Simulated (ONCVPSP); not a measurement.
**Varying the ONCV potential for lithium**

Base potential:

ONCVPSP 4.0.1 input, shortened (lines: element, Z, core and valence counts, functional; n l f; lmax; l rc ep ncon nbas qcut; lloc lpopt rc5 dvloc0; l nproj debl; icmod fcfact rcfact), PBE, scalar-relativistic:

```
  Li 3.00    0    2        4      upf
    1    0    2.00
    2    1    1.00
    2
    0    0.45    0.00    4    7   11.90
    1    4.00    0.00    4    7    2.20
    2    3.30    0.32    4    8    2.90
    4    3    0.35    0.00
    0    2    2.80
    1    3    2.50
    2    2    2.20
    0    0.00    0.00
```

All-electron outer shells of the reference configuration (PBE, scalar-relativistic, ld1.x):

| shell | level (eV) | outermost node (bohr) | outermost maximum (bohr) |
| --- | --- | --- | --- |
| 1s | -53.36 | – | 0.36 |
| 2p | -1.56 | – | 3.86 |

Cutoffs, loose and tight: the cutoffs (Ha) at which the residual kinetic energy of the hardest occupied pseudo-wave falls to 1 and 0.1 mHa per electron. They do not see the model core or the augmentation charge, which bear on the density cutoff. Test errors are all-electron minus pseudo excitation energies from the reference, over the configurations 1s2 2s1 2p0; 1s2 2p0; 1s2 2s0.5 2p0; 1s1 2s1 2p0. A dash means not determined; rows that change the core or the reference have their own tests.

```csv
change,outcome,"cutoff, loose","cutoff, tight",bound ghosts,GHOST(+) flags above zero,largest test error (meV)
base,generated,510 Ha,620 Ha,none,"s, p",+164
p: rc 2.86,generated,510 Ha,620 Ha,none,s,+120
p: rc 3.38,generated,510 Ha,620 Ha,none,"s, p",+132
p: rc 4.14,generated,510 Ha,620 Ha,none,"s, p",+173
p: rc 4.74,generated,510 Ha,620 Ha,none,"s, p",+212
```

(1) What comes out with this change to the base: p: rc 5.26?

(2) What comes out with this change to the base: p: rc 5.62?

## Answers

(1) outcome: generated; cutoff, loose: 510 Ha; cutoff, tight: 620 Ha; bound ghosts: none; GHOST(+) flags above zero: s, p; largest test error (meV): +250.

(2) outcome: generated; cutoff, loose: 510 Ha; cutoff, tight: 620 Ha; bound ghosts: none; GHOST(+) flags above zero: s; largest test error (meV): +278.

Reading the sweep of the p radius (base included, trends over the rows without a ghost): The loose cutoff stays near 510 Ha. The median size of the test errors (rows with all tests solved) rises from 0.9 meV at 2.86 to 38.5 meV at 5.62 bohr. More of the atom is replaced by a form fitted at one configuration, so other configurations suffer as the radius grows.
